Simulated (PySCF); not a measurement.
Compound: diphenylsilylene, C12H10Si (singlet state).
Atom-mapped SMILES: `[cH:1]1[cH:2][cH:3][c:4]([Si:5][c:6]2[cH:7][cH:8][cH:9][cH:10][cH:11]2)[cH:12][cH:13]1` (hydrogens: H14 on C1; H15 on C2; H16 on C3; H17 on C7; H18 on C8; H19 on C9; H20 on C10; H21 on C11; H22 on C12; H23 on C13)

Structure used (PBE0-D3(BJ)/def2-SVP), in Å, numbered top down from 1:
```xyz
23
C12H10Si angstrom
C     -3.744   -0.081   -1.056
C     -2.670    0.811   -1.081
C     -1.555    0.581   -0.279
C     -1.496   -0.530    0.585
Si    -0.095   -0.901    1.810
C      1.415   -0.196    0.904
C      2.500    0.217    1.703
C      3.676    0.704    1.137
C      3.810    0.744   -0.250
C      2.765    0.307   -1.066
C      1.579   -0.147   -0.494
C     -2.610   -1.393    0.618
C     -3.713   -1.187   -0.208
H     -4.614    0.095   -1.694
H     -2.701    1.686   -1.736
H     -0.718    1.284   -0.316
H      2.416    0.155    2.793
H      4.497    1.036    1.777
H      4.737    1.108   -0.700
H      2.876    0.325   -2.153
H      0.767   -0.480   -1.146
H     -2.608   -2.244    1.308
H     -4.557   -1.880   -0.179
```

The closed-shell ground state was solved at several levels (PySCF, density fitting, gas phase, non-relativistic).

| level | basis functions | HOMO (eV) | LUMO (eV) | gap (eV) | dipole (D) |
| --- | --- | --- | --- | --- | --- |
| PBE0/pcSseg-1 | 278 | -6.04 | -2.53 | 3.51 | 2.04 |
| PBE0/def2-SVPD | 344 | -6.01 | -2.51 | 3.50 | 2.08 |

Question: What might PBE/pcSseg-1 (278 basis functions) give for the same quantities?

Answer: HOMO -4.99 eV, LUMO -3.26 eV, gap 1.73 eV, dipole 2.07 D.

Question: How far do the dipole and the HOMO energy spread over the levels?

Answer: The dipole runs from 2.04 to 2.08 D (mean 2.06 D) and the HOMO from -6.04 to -4.99 eV.

One conformer stands for the species.
